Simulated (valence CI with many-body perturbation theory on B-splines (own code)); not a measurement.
Pm²⁸⁺: key properties

Computed by valence CI with perturbative core correlation (CI+MBPT): five valence electrons over a frozen Dirac-Fock core [Ar] 3d10, radial functions for each j: 9 s, 9 p, 8 d, 6 f, 3 g, 1 h, with the one-electron correlation potential Σ1, the two-electron term Σ2, the three-electron term Σ3, Breit, model QED; selected CI, second order for the rest (own B-spline code, finite nucleus).

The last digits are not significant, and no measured levels were compared; by estimate large intervals hold to a few tenths of a per cent, small ones and those within an open d or f shell to about a per cent. Among the levels kept, up to 270 cm⁻¹ of a level comes from second order outside the variational space, and about a tenth of that is noise between levels of different J, which matters for small intervals.

Levels are named by their leading jj configuration (3d3/2^4 stands for four electrons in 3d with j = 3/2), which in mixed levels can hold well under half, so a name can repeat and another be missing.

Rates and lifetimes use the calculated energies. Strong lines usually hold to 10 to 20 %, long lifetimes can be off by a factor of two.

(1) What is the ground level?

(2) What are the static dipole polarisabilities of the lowest levels?

(3) Name the longest-lived excited levels whose lifetime is computed, and their main decay.

(4) What is the ionisation energy?

(5) How well does LS coupling describe the low levels?

Results:

(1) (4s^2 4p1/2^2 4p3/2) J=3/2, composition 42 % 4s2 4p3 2P° + 32 % 4s2 4p3 4S° + 24 % 4s2 4p3 2D°, g = 1.419.

(2) (4s^2 4p1/2^2 4p3/2) J=3/2 0.104 (tensor 0.0066); (4s^2 4p1/2 4p3/2^2) J=3/2 0.113 (tensor 0.0019); (4s^2 4p1/2 4p3/2^2) J=5/2 0.112; (4s^2 4p1/2 4p3/2^2) J=1/2 0.112 bohr³, of which the core gives 0.00585.

(3) (4s^2 4p1/2 4p3/2^2) J=5/2 at 264270 cm⁻¹ lives 19.2 μs, mostly by M1 to (4s^2 4p1/2^2 4p3/2) J=3/2; (4s^2 4p1/2 4p3/2^2) J=1/2 at 305180 cm⁻¹ lives 4.47 μs, mostly by M1 to (4s^2 4p1/2^2 4p3/2) J=3/2; (4s^2 4p1/2 4p3/2^2) J=3/2 at 232010 cm⁻¹ lives 3.84 μs, mostly by M1 to (4s^2 4p1/2^2 4p3/2) J=3/2. The lifetime of (4s^2 4p1/2 4p3/2 4d5/2) J=9/2 is too uncertain to give, and may be longer.

(4) 1041.1 eV; NIST lists 1040 ± 4 eV (theoretical).

(5) Among the lowest 20 levels the leading LS term, summed over configurations, holds 54 % on average. For single configurations the figures are 50 % in LS and 80 % in jj coupling. Terms mix most in the J = 5/2 level at 970430 cm⁻¹, where the leading one holds 29 %.
